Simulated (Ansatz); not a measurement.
The cluster Nb4N4, relaxed as a singlet with RKS r2SCAN-D4/def2-SVP in Ansatz, starting from the GFN2-xTB geometry. Force threshold 0.02 eV/Å.

In the def2 sets Nb takes a core potential; there is no spin–orbit coupling. The restricted singlet is unstable towards broken spin symmetry at other levels; at r2SCAN-D4/def2-SVP this wasn't settled. Another isomer (triplet) lies 1.13 eV lower at PBE0-D4/def2-TZVP; other spin states weren't run for this one.

Start:

Cartesian coordinates in Å:
```
Nb -1.584 -0.741 1.888
Nb 1.010 -1.244 -1.427
Nb 0.738 1.714 1.152
Nb -2.329 -0.276 -1.264
N 2.139 0.048 -0.692
N 2.033 1.005 0.006
N -1.021 -1.481 -1.636
N -0.986 0.975 1.973
```

```csv
step,energy (eV),largest force component (eV/Å),SCF passes
1,-12149.6674,4.240,82
2,-12151.4880,3.214,55
3,-12152.7773,2.048,52
4,-12153.6780,1.201,47
5,-12154.3761,0.941,49
6,-12155.1136,1.079,55
7,-12155.8563,1.187,48
8,-12156.4471,1.192,46
9,-12156.9516,0.840,46
10,-12157.1573,0.718,45
11,-12157.2081,0.695,37
12,-12157.2626,0.320,40
13,-12157.2723,0.172,30
14,-12157.2756,0.047,32
15,-12157.2763,0.027,33
16,-12157.2765,0.021,34
17,-12157.2765,0.031,34
18,-12157.2766,0.011,35
```

Force components are those of the run's own axes.

End:

```xyz
8

Nb   -1.1647   -0.8639    0.8528
Nb    0.7093   -1.5006   -0.8485
Nb    0.0071    1.8632    0.9633
Nb   -1.0165    0.4322   -1.2241
N     1.7982   -0.0247   -0.4279
N     1.2952    1.1270   -0.1522
N    -1.3341   -1.4572   -1.1941
N    -0.2944    0.4239    2.0305
```

Bonds formed: Nb1–N7, Nb4–N6 (atoms count from 1). Metal–metal contacts that move far: Nb1–Nb2 4.24 to 2.61 Å, Nb3–Nb4 4.38 to 2.81 Å.

No frequencies were taken in this run, so the end may be a saddle point.

It took 2.3 min on 4 threads of Arm Neoverse V2 on a shared host.
